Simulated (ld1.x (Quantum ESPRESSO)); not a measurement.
# Varying the TM semilocal potential for erbium (Er)

Base potential:

| Property | Result |
| --- | --- |
| Element | erbium (Er) |
| Generator | ld1.x (Quantum ESPRESSO) 7.5 |
| Type | norm-conserving Troullier–Martins (semilocal form) |
| Functional | PBEsol |
| Relativity | scalar-relativistic |
| Frozen core | [Kr] 4d10 |
| Valence charge | 22 |
| Reference configuration | 4f12 5s2 5p6 5d0 6s1.75 6p0 (charge +0.25) |
| Partial waves | 5s (bound): rc 1.30 bohr; 5p (bound): rc 1.55 bohr; 4f (bound): rc 1.30 bohr; 5d (bound, empty): rc 3.20 bohr |
| Local potential | the d channel |
| Core correction | none |

Occupied shells without a wave of their own: 6s. They enter only through the test configuration that unscreens the potential.

Cutoffs, loose and tight: the cutoffs (Ry, on a coarse ladder) from which the occupation-weighted sum of valence levels, in a spherical-Bessel basis at the reference potential, stays within 10 and 1 mRy of its value at 400 Ry. They do not see the model core or the augmentation charge, which bear on the density cutoff. Test errors are all-electron minus pseudo excitation energies from the reference, over the configurations 4f12 5s2 5p6 5d0 6s2 6p0; 4f12 5s2 5p6 5d0 6s1 6p0; 4f12 5s2 5p6 5d0 6s0 6p0; 4f11 5s2 5p6 5d1 6s1 6p0; 4f13 5s2 5p6 5d0 6s0 6p0; 4f11 5s2 5p6 5d0 6s0 6p0; 4f12 5s2 5p6 5d0 6s1 6p1. A dash means not determined; rows that change the core or the reference have their own tests. The largest error is taken over the tests solved by every variant that gives reliable tests at all: 4f11 5s2 5p6 5d0 6s0 6p0; 4f11 5s2 5p6 5d1 6s1 6p0; 4f12 5s2 5p6 5d0 6s1 6p0; 4f12 5s2 5p6 5d0 6s2 6p0.

Cutoffs are not given where the Bessel-basis levels miss the radial ones by over 6 mRy, ghosts where they miss by over 20 mRy; a channel whose overlap is not positive is not tested.

A semilocal file is local in each channel, so a ghost entry of none says nothing of the separable form that plane-wave codes build from it.

| change | outcome | cutoff, loose | cutoff, tight | bound ghosts | largest test error (meV) |
| --- | --- | --- | --- | --- | --- |
| base | generated | 260 Ry | over 300 Ry | none | -233 |
| all radii scaled by about 0.76 (s 0.98, p 1.18, d 2.42, f 0.98 bohr) | generated | – | – | not determined | -440 |
| all radii scaled by about 0.84 (s 1.08, p 1.30, d 2.68, f 1.08 bohr) | generated | – | – | none | -254 |
| all radii scaled by about 0.88 (s 1.14, p 1.36, d 2.82, f 1.14 bohr) | generated | – | – | none | -223 |
| all radii scaled by about 0.97 (s 1.26, p 1.50, d 3.10, f 1.26 bohr) | generated | 260 Ry | over 300 Ry | none | -220 |
| all radii scaled by about 1.04 (s 1.36, p 1.62, d 3.34, f 1.36 bohr) | generated | 230 Ry | over 300 Ry | none | -286 |
| all radii scaled by about 1.09 (s 1.42, p 1.70, d 3.50, f 1.42 bohr) | generated | 230 Ry | over 300 Ry | none | -385 |
| all radii scaled by about 1.16 (s 1.50, p 1.80, d 3.72, f 1.50 bohr) | generated | 200 Ry | 300 Ry | none | -548 |
| all radii scaled by about 1.26 (s 1.64, p 1.96, d 4.02, f 1.64 bohr) | generated, misses its reference levels by 0.26 eV | 180 Ry | 260 Ry | none | -1178 |
| all radii scaled by about 1.32 (s 1.72, p 2.04, d 4.24, f 1.72 bohr) | generated, misses its reference levels by 0.31 eV | 160 Ry | 260 Ry | none | -1424 |
| all radii scaled by about 1.37 (s 1.78, p 2.14, d 4.40, f 1.78 bohr) | generated, misses its reference levels by 0.45 eV | 160 Ry | 230 Ry | none | -2053 |

Reading the sweep of the scale of all radii (base = 1) (base included, trends over the rows without a ghost): The loose cutoff falls from 260 Ry at 0.97 to 160 Ry at 1.37. A larger radius leaves more room for a smooth pseudo-wave, so fewer plane waves are needed; a smaller one forces it to follow the all-electron wave where it bends sharply.
